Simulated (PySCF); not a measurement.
PBE on La (lanthanum, neutral), [Xe] 5d1 6s2, 2D determinant. Computed with PySCF 2.14 in cc-pwCVTZ-X2C (12s11p9d7f4g1h, 186 functions), with scalar relativity by spin-free X2C-1e.

```
cycle= 1 E= -8492.06155332227  delta_E= -0.0194  |g|= 0.116  |ddm|= 0.917
cycle= 2 E= -8492.065131969  delta_E= -0.00358  |g|= 0.141  |ddm|= 0.745
cycle= 3 E= -8492.07669426634  delta_E= -0.0116  |g|= 0.0203  |ddm|= 0.333
cycle= 4 E= -8492.07793672614  delta_E= -0.00124  |g|= 0.0141  |ddm|= 0.183
cycle= 5 E= -8492.07822120435  delta_E= -0.000284  |g|= 0.00659  |ddm|= 0.0683
cycle= 6 E= -8492.07827019541  delta_E= -4.9e-05  |g|= 0.00182  |ddm|= 0.0296
cycle= 7 E= -8492.07827318878  delta_E= -2.99e-06  |g|= 0.000447  |ddm|= 0.00788
cycle= 8 E= -8492.07827330598  delta_E= -1.17e-07  |g|= 7.77e-05  |ddm|= 0.00101
cycle= 9 E= -8492.0782733117  delta_E= -5.73e-09  |g|= 8.06e-06  |ddm|= 0.000315
cycle= 10 E= -8492.07827331205  delta_E= -3.46e-10  |g|= 9.91e-07  |ddm|= 0.000139
converged SCF energy = -8492.07827331205  <S^2> = 1.4337935  2S+1 = 2.5952213
```

Highest occupied orbital energy: -3.247 eV; ⟨L²⟩ = 8.77; populations by l: s 11.54, p 24.00, d 21.46, f 0.00.

Q: Can this result be used?

A: Not for this state. The run converged. ⟨L²⟩ = 8.77 against 6 for a pure D term, so this real determinant mixes terms. Spin-orbit coupling, absent here, splits the open shell strongly. ⟨S²⟩ = 1.43 against 0.75 shows spin contamination. The s, p, d and f populations moved away from the nominal configuration during the SCF.
